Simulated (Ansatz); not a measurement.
Calculated with Ansatz (gas phase, PBE0-D4/def2-TZVP geometries, no zero-point term in ΔE). CBS: MP2 limit from def2 TZ/QZ plus the TZ coupled-cluster correction, frozen cores. DFT in def2-TZVPP. def2 core potentials past Kr. For Hf, Se outer-core shells are correlated without core-valence functions, which leaves a few kJ/mol of doubt a bond. Scalar relativity is left out up to krypton. Each species was taken in one conformer, which may not be the lowest.

Consider the formal exchange of groups at the Hf–Cl bond: `[Cl][Hf]([Cl])([Cl])[SeH]` + `CC(O)CF` → `[OH][Hf]([Cl])([Cl])[SeH]` + `CC(Cl)CF`.

```
         level  ΔE (kcal/mol)
        PBE-D4            0.9
     r2SCAN-D4            1.3
       ωB97X-V            0.1
MP2/def2-TZVPP            0.0
```

**Question.** What does CCSD(T)/CBS give? (Best estimate.)

**Answer.** Computed: +0.3 kcal/mol. The listed levels differ from it by 0.6, 1.0, -0.2, -0.3 kcal/mol.

Largest T1 diagnostic among the species: 0.014.

In def2-TZVPP, CCSD(T) changes the Hartree–Fock value by −1.5 kcal/mol (the triples alone add +0.0 kcal/mol) and MP2 by −2.1 kcal/mol.
